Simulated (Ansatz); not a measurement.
H2Zn (SMILES [ZnH2]) moved off its minimum; all values from Ansatz (an electronic-structure program), cores frozen in correlated methods.
(charge 0, multiplicity 1)
```xyz
3

Zn    -0.0194     0.0079    -0.0187
H     -0.0076     0.0027     1.5540
H      0.0296     0.0004    -1.5516
```

Forces at PBE/def2-TZVPP (eV/Å):

```
atom      Fx      Fy      Fz
----  ------  ------  ------
Zn1    0.091  -0.020   0.468
H2    -0.048   0.011  -0.363
H3    -0.043   0.009  -0.105
```

Question: Give the forces (eV/Å), the total energy and the dipole at CCSD(T)/def2-TZVPPD.

Answer: 
```tsv
atom	Fx	Fy	Fz
Zn1	0.085	-0.019	0.470
H2	-0.044	0.010	-0.482
H3	-0.041	0.009	0.012
```
Energy -1779.4365 hartree, dipole 0.12 D.
